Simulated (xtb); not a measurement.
CH5FMoN2S, SMILES [S]=[Mo](=[N]C)([NH2])[F], multiplicity 1. All values are semi-empirical tight-binding results from xtb (GFN2-xTB unless named), good for trends rather than for accurate numbers. Geometry optimised at GFN2-xTB. The spin state was assumed, not searched. Other conformers were not sampled.

Optimised geometry:

```xyz
11

Mo    -0.1849     0.1562     0.1527
N     -0.3980    -0.8462    -1.2465
C     -0.3186    -1.6334    -2.4105
H      0.7319    -1.8501    -2.6497
H     -0.8468    -2.5823    -2.2685
H     -0.7724    -1.1115    -3.2596
S      1.8880     0.3491     0.6827
F     -0.8210     1.8428    -0.1529
N     -1.0041    -0.7660     1.6042
H     -1.7249    -1.4884     1.6035
H     -0.7140    -0.6121     2.5747
```
Charge 0, spin multiplicity 1.

For metal compounds this method's bond lengths and energies can be far off.

```
Property                                       Value
-------------------------------------  -------------
orbital gap                                  2.60 eV
zero-point energy                      42.2 kcal/mol
G − E(el) at 298.15 K (modified RRHO)  19.9 kcal/mol
```

Task: Give the atomic charges and the Wiberg bond orders between heavy atoms. (Estimate from the structure and the level; the computed values follow.)

Result: charges (e) Mo1 0.74, N2 -0.32, C3 -0.01, H4 0.07, H5 0.07, H6 0.07, S7 -0.34, F8 -0.31, N9 -0.38, H10 0.21, H11 0.21. Bond orders Mo1–N2 2.20, N2–C3 1.05, Mo1–S7 2.18, Mo1–F8 1.03, Mo1–N9 1.35.
